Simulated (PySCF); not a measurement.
Work out the structure from these simulated measurements.

Formula: C3H7BF3P.

* Rotational structure: rotational constants A, B, C: 2.568, 1.043, 0.929 GHz [PBE0-D3(BJ)/def2-SVP]
* UV, strongest line: among the 10 lowest singlet transitions: S2 at 6.94 eV (179 nm, f = 0.390) [TDDFT CAM-B3LYP/def2-SVPD]
* Valence photoelectron: vertical ionisation energy: 10.03 eV [ΔSCF CAM-B3LYP/def2-SVPD]
* UV, first state: lowest singlet excitation: 6.38 eV (194 nm, f = 0.009) [TDDFT CAM-B3LYP/def2-SVPD]
* Dipole: 4.40 D [CAM-B3LYP/def2-SVPD]
* NMR, other nuclei: isotropic shieldings of nuclei other than C and H, by class: 147 (1 B), 246 (1 F), 272 (1 F), 376 (1 F), 373 (1 P) ppm [GIAO KT2/pcSseg-1]
* Triplet: lowest triplet excitation (Tamm–Dancoff): 4.22 eV [TDA CAM-B3LYP/def2-SVPD]
* 13C NMR: chemical shifts (computed TMS as zero) by class: 158.6 (1 C), 122.5 (1 C), 7.9 (1 C) ppm [GIAO KT2/pcSseg-1]

Gas-phase values; electronic properties from PySCF, density fitting. Levels stand in brackets. One conformer (not necessarily the lowest) at the PBE0-D3(BJ)/def2-SVP geometry, without solvent, vibrations or thermal averaging. NMR values are class means; diastereotopic atoms form classes of their own.

Question: What is the compound? Reason from the data.

Answer: Numbering: `[BH3-:1][P@H+:2]([CH3:3])[C:4]([F:5])=[C:6]([F:7])[F:8]`. 3 carbons fall into 3 classes; from least to most shielded: =CF2 carbon [C6] (158.6 ppm), vinylic C–F carbon [C4] (122.5 ppm), sp3 carbon bound to phosphorus [C3] (7.9 ppm). The other shieldings belong to: 147 ppm, four-coordinate boron [B1]; 246 ppm, vinyl fluorine [F7]; 272 ppm, vinyl fluorine [F8]; 376 ppm, vinyl fluorine [F5]; 373 ppm, phosphorus bonded to B, 2 C and H [P2]. The first electron is taken from the HOMO, whose largest Löwdin shares are 0.23 on the vinylic C–F carbon, 0.20 on the =CF2 carbon, 0.12 on the four-coordinate boron and 0.09 on a vinyl fluorine. The optimised geometry has point group C1 and is an asymmetric top. Structure: `[BH3-][P@H+](C)C(F)=C(F)F`. The assignments are read from this structure; whether some other isomer fits the data as well wasn't checked. The mirror image fits equally.

Shape of the structure used: `[BH3-:1][P@H+:2]([CH3:3])[C:4]([F:5])=[C:6]([F:7])[F:8]`: B1–P2–C4–F5 74°.
